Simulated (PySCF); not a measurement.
SMILES N(C)[Si](C)(C)NC (C₄H₁₄N₂Si), GFN2-xTB optimised geometry. Atoms within 1.6 Å of the plane z = 0.6 Å (x, y, z in Å): Si3 (-0.27, -0.69, 0.00), C4 (1.63, -0.69, 0.00), C5 (-0.95, 1.10, 0.00), N6 (-0.78, -1.63, 1.37), H12 (2.02, -1.68, 0.21), H13 (2.02, -0.01, 0.75), H14 (2.02, -0.37, -0.96), H15 (-0.51, 1.68, 0.80), H16 (-2.02, 1.11, 0.14), H17 (-0.73, 1.61, -0.93), H18 (-1.72, -1.99, 1.35).

Computed with CAM-B3LYP/def2-SVP (PySCF 2.14.0).

Map of the deformation density (molecule minus spherical neutral atoms) (e/bohr³) on the plane z = 0.6 Å:

```
|1111111111111111111111111111111|
|1111111111111111111111111111111|
|1111111111111111111111111111111|
|1111111111111111111111111111111|
|1111111111111111111111111111111|
|1111111111111111111111111111111|
|1111111111111111111111111111111|
|1111111111111111111111111111111|
|1111111111112211111111111111111|
|1111111111124631111111111111111|
|1111111112226952111111111111111|
|1111111113224641111111111111111|
|1111111112201221111111111111111|
|1111111111111221111111111111111|
|1111111111112211011122211111111|
|1111111111111110011147721111111|
|1111111111111100012248731111111|
|1111111111111100022224421111111|
|1111111111112210122102211111111|
|1111111111113431111113311111111|
|1111111111012431111123311111111|
|1111111110001331111111111111111|
|1111111110101221111111011111111|
|1111111111111111111111111111111|
|1111111111111111111111111111111|
|1111111111111111111111111111111|
|1111111111111111111111111111111|
|1111111111111111111111111111111|
|1111111111111111111111111111111|
|1111111111111111111111111111111|
|1111111111111111111111111111111|
```
Scale: ten equal steps from -0.019 (start of '0') to 0.094 (end of '9'), in the order '0123456789'; x runs from -4.50 to 4.50, y from -4.50 (bottom) to 4.50 (top).
